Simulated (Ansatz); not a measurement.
Cartesian coordinates in Å:
```
C -0.0731 -0.3155 -1.1579
B -0.0482 0.4348 0.2111
N 0.1838 -0.1755 1.4341
Br -0.3613 2.3620 0.2391
H -1.0414 -0.1833 -1.6489
H 0.1174 -1.3874 -1.0600
H 0.6727 0.1044 -1.8386
H 0.1957 0.3241 2.3065
H 0.3545 -1.1636 1.5146
```

Total charge 0; spin multiplicity 1.

**Question.** List the r2SCAN/def2-TZVPP orbital energies in eV (the Gaussian-basis code of Ansatz). (An estimate is asked.)

**Answer.** Computed: Occupied: -13121.35, -1694.57, -1525.33, -1525.28, -1525.27, -385.58, -272.48, -234.23, -181.29, -174.44, -174.28, -174.24, -68.29, -68.24, -68.22, -68.10, -68.09, -23.18, -19.74, -18.16, -13.40, -13.34, -10.73, -10.29, -9.47, -8.51, -8.08, -6.92, -6.90. Lowest empty: -0.13, 0.71, 1.33, 1.99, 2.62, 3.25, 3.27, 3.76.
